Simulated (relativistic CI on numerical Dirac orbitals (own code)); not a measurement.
**Co4+ in a cubic cluster: L2,3 absorption with charge transfer**

Computed with a charge-transfer multiplet model of a cubic metal-ligand cluster with up to 3 ligand holes, Slater and spin-orbit integrals from Dirac-Coulomb-Breit ions, Slater integrals scaled by 0.7. The parameters are those of a tetrahedral site (10Dq negative, t2 hopping the larger). The ground state mixes d5 with configurations of k ligand holes L, whose averages lie at kΔ + k(k − 1)U_dd/2; a core hole lowers each added d electron by U_cd. 300 K, Lorentzian 0.4 eV and Gaussian 0.3 eV FWHM.

Atomic integrals in eV (Slater integrals scaled, ζ unscaled), ground: F2dd 9.508, F4dd 5.971, zeta_d 0.080; with the core hole: F2dd 10.024, F4dd 6.297, zeta_d 0.102, zeta_core 9.658, F2cd 6.005, G1cd 4.623, G3cd 2.630.

Cluster parameters (eV): U_dd = 7.6, U_cd = 9.9, 10Dq = -0.35, 10Dq(ligand) = 0, V(eg) = 0.7, V(t2g) = -1.19, final-state hopping factor = 1.

```csv
Case,n_d,d5,d6L,d7L2,d8L3,S
Δ = 0.4 eV,5.29,0.72,0.27,0.01,0.00,2.50
Δ = 1.4 eV,5.21,0.79,0.20,0.01,0.00,2.50
Δ = 3.4 eV,5.12,0.88,0.11,0.00,0.00,2.50
```

Weights, n_d and S are thermal averages at 300 K. Photon energies count from the first peak over 30 % of the highest in each spectrum, which can be another peak from case to case. The parameters are a model scan and need not match a compound or its usual spin state. Peaks in eV (height, largest 100):
- Δ = 0.4 eV: 0.0 (100), 1.4 (25), 3.9 (27), 5.2 (7), 14.5 (19), 15.7 (27), 18.3 (7), 19.1 (7)
- Δ = 1.4 eV: 0.0 (100), 1.9 (17), 3.6 (20), 4.0 (20), 14.6 (19), 16.0 (27), 17.5 (6), 18.7 (6)
- Δ = 3.4 eV: 0.0 (100), 1.1 (43), 3.0 (9), 4.0 (12), 14.6 (19), 16.3 (28)

For the case Δ = 0.4 eV, Δ = 0.4 eV is smaller than U_dd = 7.6 eV, the charge-transfer side of the Zaanen-Sawatzky-Allen scheme. With the core hole the configuration with one ligand hole lies at Δ + U_dd − U_cd = -1.9, -0.9, 1.1 eV from the one without, in the order of the table; where this is negative the screened configuration lies lower, though the effective hopping of about 2.2 eV (from the holes of the mixed ground state) mixes the two strongly wherever it is as large as the gap.
